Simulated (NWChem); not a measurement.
1,1-difluoroethane (C2H4F2); SMILES C(F)(F)C

Results from NWChem. Pople sets run with spherical d functions. Geometry: optimised at PBE0/def2-SVP.

### Question
Among these, which level gives the highest value of “highest occupied level (eV)”?
A. B3LYP/def2-TZVP
B. B3LYP/STO-3G
C. B3LYP/6-31+G*
D. B3LYP/def2-SVPD

### Answer
B, B3LYP/STO-3G. Values: B3LYP/def2-SVPD -9.53; B3LYP/6-31+G* -9.47; B3LYP/def2-TZVP -9.39; B3LYP/STO-3G -4.75
